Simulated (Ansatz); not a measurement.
# C2H7Ga (SMILES [CH3][GaH][CH3]): name the method

C2H7Ga: 10 atoms, total charge 0, spin state singlet. SMILES: `[CH3][GaH][CH3]`. The coordinates come from a PBE0-D4/def2-TZVP relaxation.

```xyz
10

C    -1.0634    1.1428   -0.7118
Ga    0.6490    0.2661   -0.2813
C     0.6815   -1.3215    0.8869
H    -1.5337    0.6142   -1.5482
H    -0.9354    2.1838   -1.0115
H    -1.7597    1.0952    0.1286
H     1.9973    0.8365   -0.8726
H     0.6877   -0.9940    1.9323
H     1.5693   -1.9359    0.7305
H    -0.2096   -1.9383    0.7501
```

A calculation with Ansatz 0.2.0 gave:

```
total energy  : -2004.8779 Eh
dipole moment : 0.68 D
HOMO energy   : -7.57 eV
LUMO energy   : -0.89 eV
HOMO–LUMO gap : 6.69 eV
largest force : 0.325 eV/Å
```

Task: Which of these levels gave the numbers?
A. B3LYP/6-31G* (spherical functions)
B. PBE0/cc-pVDZ
C. B3LYP/6-31G* (Cartesian functions)
D. HF/def2-SVP

Result: B. The others give -2005.0411 Eh (B3LYP/6-31G* (spherical functions)), -2002.7447 Eh (HF/def2-SVP), -2005.0477 Eh (B3LYP/6-31G* (Cartesian functions)).
